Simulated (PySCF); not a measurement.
1-methyl-2,5-dihydropyrrole (C₅H₉N), SMILES CN1CC=CC1.

Coordinates come from a B3LYP-D3(BJ)/def2-SVP optimisation. Other conformers were not sampled.

Level of theory: r2SCAN/def2-TZVP in PySCF.

Gas-phase values at a fixed geometry.

Computed frontier levels, gap, dipole moment and polarisability:
The highest occupied level is -4.75 eV and the lowest empty level is -0.39 eV. The orbital gap is 4.36 eV and the dipole moment is 0.47 D. The quadrupole, principal values (traceless, Buckingham form, about the centre of nuclear charge) is -5.07, 2.19, 2.87 D·Å and the mean static polarisability is 67.6 bohr³ (10.01 Å³). The polarisability, principal values comes out as 53.5, 72.2, 77.0 bohr³.
